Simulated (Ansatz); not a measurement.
Abridged output of a molecular run in Ansatz:

```
Functional definition: HF
1306 factors; integrals over basis functions are off by at most 7.7e-4 eV
mean field evaluation 1: about -262335.1673 eV, gradient 1.9e1 eV
mean field evaluation 2: about -262335.2882 eV, gradient 2.0e1 eV
mean field evaluation 4: about -262336.5462 eV, gradient 2.2e0 eV
mean field evaluation 8: about -262336.5704 eV, gradient 2.3e-1 eV
mean field -262336.57057610 eV, -9640.6911505574 hartree, gradient 4.9e-6 eV, S^2 0.000000; 0 other end points of the search recorded, 0 dependent functions left out
36 core orbitals not correlated: weight in the atoms' cores, before any rotation towards them, 1.000 or more for the frozen orbitals, at most 0.000 for the correlated occupied ones
reference -262336.57057610 eV, -9640.6911505574 hartree; 32, 32 occupied and 124, 124 virtual orbitals, 1306 factors
second order -27.97685050 eV of doubles, -0.00000000 eV of singles
cycle   1  -27.36631352 eV  change    6.1e-1 eV  update   1.1e-1
cycle   2  -28.05678528 eV  change   -6.9e-1 eV  update   2.9e-2
cycle   3  -28.13818770 eV  change   -8.1e-2 eV  update   1.4e-2
cycle   4  -28.11240134 eV  change    2.6e-2 eV  update   3.4e-3
cycle   5  -28.11326144 eV  change   -8.6e-4 eV  update   1.3e-3
cycle   6  -28.11361344 eV  change   -3.5e-4 eV  update   3.0e-4
cycle   7  -28.11334329 eV  change    2.7e-4 eV  update   1.0e-4
cycle   8  -28.11339011 eV  change   -4.7e-5 eV  update   3.0e-5
perturbative correction -1.04716046 eV, -0.0384824372 hartree
Total energy: -262365.73112667 eV, -9641.7627810251 hartree
```

Its atoms:

Cartesian coordinates in Å:
```
Br -0.493 -1.528 -1.592
Ga 0.000 0.000 0.000
Br 0.385 -0.666 2.126
Br 0.109 2.194 -0.534
```

(1) Which basis set was used?
A. def2-SVP
B. cc-pV(Q+d)Z
C. def2-TZVPP
D. cc-pV(D+d)Z

(2) Write the keys of the input that set method, charge and spin (a neutral closed shell needs none for the last two).

## Answers

(1) C. It gives 192 functions.

(2) 
```yaml
correlation: {method: ccsd_t}
```
